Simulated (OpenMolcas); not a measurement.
# Worked example: vertical ionisation energy of C2H5NSi (SMILES C[SiH2]C#N)

C2H5NSi has 9 atoms, charge 0, and is taken as a singlet. SMILES: `C[SiH2]C#N`. The coordinates come from a PBE0-D4/def2-TZVP relaxation.

Both states at this one shape; open shells run unrestricted unless said. 1 Eh = 27.2114 eV.

```
                                                          level     program  singlet C2H5NSi (Eh)  doublet C2H5NSi+ (Eh)
                                                  M06-L/cc-pVDZ  OpenMolcas           -423.448896            -423.031986
                                                 r2SCAN/cc-pVDZ  OpenMolcas           -423.354423            -422.936884
CCSD(T)/cc-pVDZ, open shells restricted, 8 core orbitals frozen  OpenMolcas           -422.628813            -422.191007
```

Problem. Work out the vertical ionisation energy at each level.

Solution. 
1. M06-L/cc-pVDZ: -423.031986 − (-423.448896) = 0.416910 Eh = 11.34 eV.
2. r2SCAN/cc-pVDZ: -422.936884 − (-423.354423) = 0.417539 Eh = 11.36 eV.
3. CCSD(T)/cc-pVDZ, open shells restricted: -422.191007 − (-422.628813) = 0.437806 Eh = 11.91 eV.

No measured value is set beside it here; the levels span 11.34 to 11.91 eV.
